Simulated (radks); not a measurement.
Excited configurations of N I: one electron is placed in a higher orbital outside [He] 2s2 2p2. The ground configuration is [He] 2s2 2p3. Method: non-relativistic Kohn-Sham, PBE, spin-polarised, spherical densities, point nucleus; open shells are filled with parallel spins first; computed with a radial shooting solver on a logarithmic mesh with Libxc functionals. Excitation = E - E(ground); binding = E(ion) - E, where the ion is the core of charge +1; n* = 1/sqrt(2 binding) in atomic units, and the quantum defect is n - n*.

| outer orbital | excitation (eV) | binding (eV) | n* | quantum defect | eigenvalue (eV) | <r> (bohr) |
|---|---|---|---|---|---|---|
| 4s | 12.925 | 1.985 | 2.618 | 1.382 | -1.226 | 11.18 |
| 4p | 13.354 | 1.556 | 2.957 | 1.043 | -0.931 | 13.48 |
| 4d | 13.840 | 1.070 | 3.566 | 0.434 | -0.614 | 18.14 |
| 5s | 13.770 | 1.140 | 3.455 | 1.545 | -0.744 | 19.80 |

The Delta-SCF ionisation energy is 14.910 eV (NIST Atomic Spectra Database: 14.534 eV, measured). Self-interaction in the functional shifts the binding energies and quantum defects, so they are the method's values and not measured ones. Open shells are spherical and high-spin; term and fine-structure splittings are not resolved.
